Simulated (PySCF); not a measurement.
C3H7FPSi2 (doublet state).
Geometry (GFN2-xTB, Å), atoms numbered from 1 in this order:
```
atom  x, y, z in Å
C1    -3.0270    0.9849    0.2508
C2    -1.8917    0.1613   -0.0983
C3    -0.9431   -0.5245   -0.3874
Si4    0.5101   -1.5584   -0.8455
Si5    2.2204   -0.8392    0.5713
F6     3.4678   -1.8231    0.1454
P7     3.1073    1.1908    0.1608
H8    -3.8721    0.7482   -0.3954
H9    -3.3140    0.8062    1.2869
H10   -2.7740    2.0384    0.1306
H11    0.6885   -1.4297   -2.3008
H12    0.2010   -2.9625   -0.5459
H13    3.6749    1.3499    1.4149
H14    1.9512    1.8573    0.5308
```

The hyperfine couplings belong to this conformer and change with its torsions.

Identity: `CC#C[SiH2][Si](F)P` [radical].

Method used: PySCF 2.14.0, UKS B3LYP, pcH-1 on C F H P Si, non-relativistic, mean-field spin-orbit, GIAO. One conformer (not necessarily the lowest) at the GFN2-xTB geometry, without solvent, vibrations or thermal averaging. The geometry wasn't refined by DFT: couplings that depend on bond lengths, twists or pyramidal angles can differ widely from those at the functional's own minimum, by a factor of two or more for some ions and for spin on atoms past the first row. The SCF solution wasn't tested for stability.

(1) The isotropic 13C couplings are -3.2, +0.7 MHz. Assign them to C2; C3.

(2) Match the computed a_iso(29Si) values -500.1, -93.2 MHz with the sites Si4; Si5.

(3) Match the computed a_iso(1H) values +27.2, +17.7, +0.5 MHz (means over equivalent nuclei) with the sites H8/H9/H10; H11/H12; H13/H14.

Results:

(1) 
```json
{"site": "C2", "a_iso (MHz)": "+0.7", "ρ(0) (bohr⁻³)": "+0.0006", "position": "3 bonds from Si5", "distance from Si5 (Å)": "4.28", "spin population": "+0.01", "largest |T| (MHz)": "1.2"}
{"site": "C3", "a_iso (MHz)": "-3.2", "ρ(0) (bohr⁻³)": "-0.0028", "position": "2 bonds from Si5", "distance from Si5 (Å)": "3.32", "spin population": "-0.01", "largest |T| (MHz)": "0.7"}
```

(2) 
```json
{"site": "Si4", "a_iso (MHz)": "-93.2", "ρ(0) (bohr⁻³)": "+0.1050", "position": "1 bond from Si5", "distance from Si5 (Å)": "2.33", "spin population": "+0.07", "largest |T| (MHz)": "21.6"}
{"site": "Si5", "a_iso (MHz)": "-500.1", "ρ(0) (bohr⁻³)": "+0.5636", "position": "largest spin population", "distance from Si5 (Å)": "0.00", "spin population": "+0.72", "largest |T| (MHz)": "143.3"}
```

(3) 
| site | a_iso (MHz) | ρ(0) (bohr⁻³) | position | distance from Si5 (Å) | bound to | spin population there | largest \|T\| (MHz) |
| --- | --- | --- | --- | --- | --- | --- | --- |
| H8/H9/H10 | +0.5 | +0.0001 | 5 bonds from Si5 | 5.99 | C1 | 0.00 | 0.7 |
| H11/H12 | +27.2 | +0.0061 | 2 bonds from Si5 | 3.22 | Si4 | +0.07 | 3.2 |
| H13/H14 | +17.7 | +0.0040 | 2 bonds from Si5, on P7 of spin population +0.13 | 2.74 | P7 | +0.13 | 4.5 |

ρ(0) is the spin density at the nucleus and T the dipolar tensor; a_iso includes a spin–orbit part; entries for several nuclei are means. The Mulliken spin populations are largest on Si5 (+0.72), P7 (+0.13) and Si4 (+0.07). Si5 is the only atom above +0.15. The angles at Si5 add up to 320.6°, so it is pyramidal.

Nuclei that the bonding pattern makes equivalent are averaged, as if the motion that swaps them (rotation, inversion, ring flip) were fast. The 1H value of +27.2 MHz is a mean of couplings from -6.1 to 60.5 MHz in this one geometry, not an average over conformers. The 1H value of +17.7 MHz is a mean of couplings from -2.6 to 38.1 MHz in this one geometry, not an average over conformers.
